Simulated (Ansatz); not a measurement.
Ansatz (an electronic-structure program) input (BLYP/def2-TZVPD):

Ansatz 0.2 input:
```yaml
crystal:
  periodic: [false, false, false]
  atoms:
    - {symbol: Si, position_ang: [-0.71307527, -0.80913420, -0.80116529]}
    - {symbol: N, position_ang: [0.06268171, 0.28827822, 0.27447328]}
    - {symbol: C, position_ang: [0.69077450, 1.50019282, -0.21751711]}
    - {symbol: H, position_ang: [0.21629907, 1.82615025, -1.14399993]}
    - {symbol: H, position_ang: [0.58480838, 2.30835431, 0.51483902]}
    - {symbol: H, position_ang: [1.76489855, 1.37003377, -0.41386354]}
    - {symbol: C, position_ang: [0.58950760, -0.16044793, 1.54977381]}
    - {symbol: H, position_ang: [0.48226780, 0.62682696, 2.30435792]}
    - {symbol: H, position_ang: [0.04178494, -1.03564639, 1.90158786]}
    - {symbol: H, position_ang: [1.65539365, -0.42569923, 1.49719555]}
    - {symbol: H, position_ang: [0.20512855, -1.69242043, -1.57853446]}
    - {symbol: H, position_ang: [-1.49297882, -0.01645721, -1.78040128]}
    - {symbol: H, position_ang: [-1.59501299, -1.68968009, 0.00027982]}
basis:
  gaussian:
    orbitals: def2-TZVPD
hamiltonian:
  xc: {name: BLYP}
output: {forces: true}
```

End of the output:

```
integrals: 0.15 GiB planned
1261 factors; their error is unknown
mean field: 1.26 GiB planned
mean field evaluation 1: about -11573.2113 eV, gradient 8.0e1 eV
mean field evaluation 2: about -11484.0854 eV, gradient 1.8e2 eV
mean field evaluation 4: about -11587.4582 eV, gradient 1.7e1 eV
mean field evaluation 8: about -11587.9932 eV, gradient 5.1e-1 eV
mean field evaluation 16: about -11587.9936 eV, gradient 2.3e-5 eV
mean field -11587.99363533 eV, -425.8509114743 hartree, gradient 2.5e-5 eV, S^2 0.000000; 0 other end points of the search recorded, 0 dependent functions left out
the calculation of the forces begins
reference -11587.99405188 eV, -425.8509267820 hartree; 21, 21 occupied and 214, 214 virtual orbitals, 1261 factors
Total energy: -11587.99405188 eV, -425.8509267820 hartree
Atom 0 at    -0.713075    -0.809134    -0.801165 Å, force    -0.151060    -0.180693    -0.178445 eV/Å
Atom 1 at     0.062682     0.288278     0.274473 Å, force    -0.145044     0.040550     0.029792 eV/Å
Atom 2 at     0.690774     1.500193    -0.217517 Å, force     0.052787     0.153711    -0.079869 eV/Å
Atom 3 at     0.216299     1.826150    -1.144000 Å, force    -0.080718     0.085871    -0.188397 eV/Å
Atom 4 at     0.584808     2.308354     0.514839 Å, force    -0.009801     0.190979     0.146033 eV/Å
Atom 5 at     1.764899     1.370034    -0.413864 Å, force     0.244934    -0.000698    -0.050370 eV/Å
Atom 6 at     0.589508    -0.160448     1.549774 Å, force     0.038975    -0.072784     0.161171 eV/Å
Atom 7 at     0.482268     0.626827     2.304358 Å, force    -0.011798     0.158240     0.180875 eV/Å
Atom 8 at     0.041785    -1.035646     1.901588 Å, force    -0.096786    -0.177619     0.092015 eV/Å
Atom 9 at     1.655394    -0.425699     1.497196 Å, force     0.241061    -0.064212     0.017224 eV/Å
Atom 10 at     0.205129    -1.692420    -1.578534 Å, force     0.092547    -0.108807    -0.096938 eV/Å
Atom 11 at    -1.492979    -0.016457    -1.780401 Å, force    -0.082548     0.069727    -0.103808 eV/Å
Atom 12 at    -1.595013    -1.689680     0.000280 Å, force    -0.092549    -0.094266     0.070717 eV/Å
Dipole moment:     0.130002     0.114398     0.114944 e Å
```
